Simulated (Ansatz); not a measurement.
One geometry of GeO₄H₄⁺, that is Ge(OH)4 with one electron fewer, several levels of theory.

```yaml
crystal:
  periodic: [false, false, false]
  atoms:
    - {symbol: Ge, position_ang: [0.000137, 0.000028, 0.000197]}
    - {symbol: O, position_ang: [0.029672, 0.097666, 1.777311]}
    - {symbol: H, position_ang: [-0.799936, 0.501540, 2.095776]}
    - {symbol: O, position_ang: [1.704591, -0.062266, -0.509290]}
    - {symbol: H, position_ang: [2.252629, 0.442772, 0.121062]}
    - {symbol: O, position_ang: [-0.960715, 1.395713, -0.545216]}
    - {symbol: H, position_ang: [-1.330467, 1.211572, -1.429630]}
    - {symbol: O, position_ang: [-0.773276, -1.431188, -0.722287]}
    - {symbol: H, position_ang: [-0.122624, -2.155837, -0.787933]}
basis:
  gaussian: {orbitals: def2-TZVP, initial_orbitals: start.molden}
total_charge: 1
magnetization: {spin_polarized: true, initial_magnetization: 1}
hamiltonian: {xc: {name: LC-wPBE, parameters: {omega: 0.3/bohr}}}
scf: {omitted_lower_state_checks: [starts]}
output: {orbitals: {seedname: orbitals}}
```

The file start.molden holds the orbitals of an earlier run on this structure, at another level or in another basis.

```sh
$ ansatz run in.yaml --threads 4 --pin off --events-out ev --progress --plain --max-ram 3916MiB
```

It prints (some lines left out):

```
Functional definition: LC-wPBE
1138 factors; their error is unknown
256 factors; integrals over basis functions are off by at most 7.3e-6 eV
mean field evaluation 1: about -64753.1814 eV, gradient 8.7e0 eV
mean field evaluation 2: about -64753.3022 eV, gradient 1.3e-1 eV
mean field evaluation 4: about -64753.2802 eV, gradient 9.8e-4 eV
mean field evaluation 8: about -64753.2802 eV, gradient 2.6e-5 eV
mean field -64753.28017715 eV, -2379.6391551606 hartree, gradient 8.7e-6 eV, S^2 0.758590; 0 other end points of the search recorded, 0 dependent functions left out
reference -64753.28017716 eV, -2379.6391551610 hartree; 34, 33 occupied and 162, 163 virtual orbitals, 1138 factors
Total energy: -64753.28017716 eV, -2379.6391551610 hartree
Checks for a lower state left out: starts
```

Run time 9 s (4 threads of Intel Xeon on a shared host), peak host memory 0.64 GiB.

The first input with `hamiltonian: {xc: pbe, dispersion: d4}` (abridged; 3.3 s):

```
Functional definition: PBE
mean field -64750.69293125 eV, -2379.5440756275 hartree, gradient 9.2e-6 eV, S^2 0.752721
Total energy: -64750.84451952 eV, -2379.5496463935 hartree
Checks for a lower state left out: starts
```

First input, but with `hamiltonian: {xc: pbe0, dispersion: d4}` (abridged; 8.5 s):

```
Functional definition: PBE0
mean field -64751.16062168 eV, -2379.5612629337 hartree, gradient 1.2e-5 eV, S^2 0.760663
Total energy: -64751.28791448 eV, -2379.5659408579 hartree
Checks for a lower state left out: starts
```

As the first input, with `hamiltonian: {xc: {name: LC-wPBE, parameters: {omega: 0.2/bohr}}}` (abridged; 9 s):

```
Functional definition: LC-wPBE
mean field -64752.49856901 eV, -2379.6104315914 hartree, gradient 1.1e-5 eV, S^2 0.754841
Total energy: -64752.49856904 eV, -2379.6104315922 hartree
Checks for a lower state left out: starts
```

First input, but with `hamiltonian: {xc: {name: LC-wPBE, parameters: {omega: 0.15/bohr}}}` (abridged; 6.5 s):

```
Functional definition: LC-wPBE
mean field -64752.15219535 eV, -2379.5977025939 hartree, gradient 1.7e-5 eV, S^2 0.753651
Total energy: -64752.15219539 eV, -2379.5977025954 hartree
Checks for a lower state left out: starts
```

The first input with `hamiltonian: {xc: {name: LC-wPBE, parameters: {omega: 0.1/bohr}}}` (abridged; 6 s):

```
Functional definition: LC-wPBE
mean field -64751.86397454 eV, -2379.5871106747 hartree, gradient 7.9e-6 eV, S^2 0.752968
Total energy: -64751.86397464 eV, -2379.5871106783 hartree
Checks for a lower state left out: starts
```

First input, but with `hamiltonian: {xc: r2scan, dispersion: d4}` (abridged; 7.5 s):

```
Functional definition: r2SCAN
mean field -64763.40270753 eV, -2380.0111512906 hartree, gradient 1.1e-5 eV, S^2 0.755934
Total energy: -64763.43871439 eV, -2380.0124745182 hartree
Checks for a lower state left out: starts
```

Geometry: PBE-D4/def2-SVP, that of the neutral singlet.

At PBE-D4/def2-TZVP, r2SCAN-D4/def2-TZVP the gap within one spin of the charge 1 doublet nearly closes, so an electron or hole may be smeared out by delocalisation error.
